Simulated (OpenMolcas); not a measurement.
# Se: from CASSCF to CASPT2

- Program: OpenMolcas
- Basis: ANO-RCC-VTZP [6s5p3d1f]
- Scalar Hamiltonian: DKH2, point nucleus
- Active space: 4 electrons in 3 orbitals (4p)
- State averaging: 2S+1 = 3 even, 3 roots; 2S+1 = 1 even, 6 roots
- Spin-orbit coupling: state interaction with AMFI integrals over the reference wave functions, term energies averaged over their components

Methods on the same reference wave functions:
A. CASSCF
B. SS-CASPT2, IPEA 0.25 Eh, imaginary shift 0.1 Eh (closed shells correlated: 3d 4s)
C. XMS-CASPT2, IPEA 0.25 Eh, imaginary shift 0.1 Eh (closed shells correlated: 3d 4s)

Energies in cm⁻¹ above 4s² 4p⁴ ³P₂, the measured ground level; measured values from NIST Handbook of Basic Atomic Spectroscopic Data.

```json
{"Level": "4s² 4p⁴ ³P₂", "A": "0.0", "B": "0.0", "C": "0.0", "Measured": "0.0"}
{"Level": "4s² 4p⁴ ³P₁", "A": "1809", "B": "1833", "C": "1837", "Measured": "1989"}
{"Level": "4s² 4p⁴ ³P₀", "A": "2429", "B": "2410", "C": "2400", "Measured": "2534"}
{"Level": "4s² 4p⁴ ¹D₂", "A": "11803", "B": "9920", "C": "9690", "Measured": "9576"}
{"Level": "4s² 4p⁴ ¹S₀", "A": "27840", "B": "23560", "C": "23170", "Measured": "22446"}
```

Deviations, from unrounded energies. A percentage is the sum of absolute deviations over the sum of measured energies, with the sign that they share, or ± where signs differ.

```tsv
Against measurement	Levels	A	B	C
mean absolute deviation (cm-1)	4	2000	440	280
fine structure of the ground term (%)	2	-6.3	-6.3	-6.3
other terms of the ground configuration (%)	2	+23.8	+4.6	+2.6
```

C lies closest to measurement on these levels and A furthest from it. The largest miss of C in the table is 4s² 4p⁴ ¹S₀, by +720 cm-1. The ranking rests on the paired levels alone, and a cruder setting can come out closer through cancelling errors.

Between B and C the level of the table that moves most is 4s² 4p⁴ ¹S₀, by 390 cm-1 (lowest in C, highest in B). Moves below CASPT2's spread within the term are not significant.

The mean deviations of B to C differ by less than CASPT2's widest spread within a term (970 cm-1), so their order carries little weight.

From A to B the spin-free energies of the other terms of 4s² 4p⁴ shown, above ³P, scale by factors of 0.82 to 0.84.

The lowest spin-free term lies below A's lowest term by 0.159 hartree in B, 0.163 hartree in C.

CASPT2 breaks the degeneracy within a term, and the mean is taken; among the terms shown or strongly mixed into the levels shown the widest spread is 970 cm-1 (4s² 4p⁴ ¹D, C). With the s shell closed, the reference lacks s² → p² mixing. Without dynamic correlation excited terms often stand tens of per cent too high (terms of higher spin than the ground term too low), and those without a measured partner can miss by more than the paired ones (holds for A). Measured partners are found by configuration, term and J. A level has none where our copy of the source lacks it or the pairing is in doubt (some pairs that miss far off the trend of their configuration count as doubtful), and it then counts in no deviation. Only configurations of the active space appear.
